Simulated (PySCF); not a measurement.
Run record for `COBOCC(F)F`: KT2/pcseg-1, IEF-PCM benzene, full TDDFT, 1 singlet.

Method: TDDFT KT2/pcseg-1, vertical, IEF-PCM benzene (non-equilibrium linear response), core orbitals frozen in the response (PySCF 2.14.0, density-fitted response routines). Geometry: GFN2-xTB. The command runs a driver script over a list of jobs; the input below is this job's line of settings and its coordinates in Å.

Command:
```bash
OMP_NUM_THREADS=1 python probes_run.py task.json out
```

Input:
```
{"job": {"kind": "uv", "xc": "KT2", "basis": "pcseg-1", "solvent": "benzene", "nstates": 1, "ntriplets": 0, "tda": false}, "charge": 0, "multiplicity": 1}
C     -2.655741    -0.062141     0.316214
O     -1.257197    -0.190598     0.303061
B     -0.576239    -0.989275    -0.535426
O      0.776036    -1.041095    -0.476939
C      1.516932    -0.229648     0.398388
C      2.152451     0.922374    -0.381086
F      1.248078     1.890444    -0.653820
F      3.125065     1.511907     0.357245
H     -3.014551    -0.268218     1.327335
H     -3.130265    -0.751227    -0.386633
H     -2.915277     0.964542     0.047614
H     -1.075656    -1.691179    -1.335836
H      2.323289    -0.832021     0.830479
H      0.885430     0.182351     1.191619
H      2.593233     0.591775    -1.333506
```

Output:
```
coarse grid: 13032 points
cycle   1  E = -500.3743328873  dE =  1.026e+00  |g| = 1.060e+00  |ddm| = 3.661e+00
cycle   2  E = -499.8507252130  dE =  5.236e-01  |g| = 1.994e+00  |ddm| = 2.495e+00
cycle   3  E = -500.5738268105  dE = -7.231e-01  |g| = 1.144e-01  |ddm| = 1.780e+00
cycle   4  E = -500.5757860964  dE = -1.959e-03  |g| = 7.645e-02  |ddm| = 1.534e-01
cycle   5  E = -500.5767858474  dE = -9.998e-04  |g| = 2.502e-02  |ddm| = 6.875e-02
cycle   6  E = -500.5768986991  dE = -1.129e-04  |g| = 7.753e-03  |ddm| = 2.383e-02
cycle   7  E = -500.5769096771  dE = -1.098e-05  |g| = 2.127e-03  |ddm| = 6.796e-03
cycle   8  E = -500.5769105787  dE = -9.016e-07  |g| = 4.294e-04  |ddm| = 2.097e-03
final grid: 128064 points
cycle   9  E = -500.7396052315  dE = -1.095e-04  |g| = 3.247e-02  |ddm| = 5.782e-02
cycle  10  E = -500.7392062580  dE =  3.990e-04  |g| = 5.827e-02  |ddm| = 6.353e-02
cycle  11  E = -500.7397845531  dE = -5.783e-04  |g| = 1.938e-03  |ddm| = 4.091e-02
cycle  12  E = -500.7397854721  dE = -9.190e-07  |g| = 4.903e-04  |ddm| = 1.880e-03
cycle  13  E = -500.7397855116  dE = -3.949e-08  |g| = 1.789e-04  |ddm| = 4.538e-04
cycle  14  E = -500.7397855178  dE = -6.182e-09  |g| = 5.231e-05  |ddm| = 1.832e-04
cycle  15  E = -500.7397855182  dE = -4.753e-10  |g| = 1.969e-05  |ddm| = 5.027e-05
converged SCF energy = -500.7397855182

Static polarisability (au): isotropic 60.314, principal 49.481 57.308 74.152

Singlet excitations
state   eV       nm        f      main configurations
  1   7.4629    166.1   0.13269   H->L 0.75, H-1->L 0.17
```

The SCF starts on a coarse grid where the log names one; the energy can jump when the final grid takes over, and dE then counts from the start density on the new grid. H and L stand for HOMO and LUMO; the number after each pair is its weight.

Question: Give the mean polarisability as a volume in Å³, and the ratio of the largest to the smallest principal value.

Answer: 60.314 au × 0.148185 = 8.94 Å³; 74.152/49.481 = 1.50.

Question: How does the lowest singlet excitation compare with the HOMO–LUMO gap?

Answer: HOMO -7.03 eV and LUMO -0.06 eV give a gap of 6.97 eV; S1 at 7.46 eV lies 0.49 eV above it.

In short: SCF converged in 15 cycles with 147 basis and 784 fitting functions; HOMO -7.03 eV, LUMO -0.06 eV; lowest singlet 7.46 eV; mean polarisability 60.3 au.

Geometry: GFN2-xTB, one conformer.

The run took 12 s wall on Intel Xeon Platinum 8488C, one thread, on a shared host, and the process peaked at 0.60 GiB of memory.

Conformer computed: `[CH3:1][O:2][BH:3][O:4][CH2:5][CH:6]([F:7])[F:8]`: C1–O2–B3–O4 180°, O2–B3–O4–C5 -3°, B3–O4–C5–C6 -103°, O4–C5–C6–F7 78°.
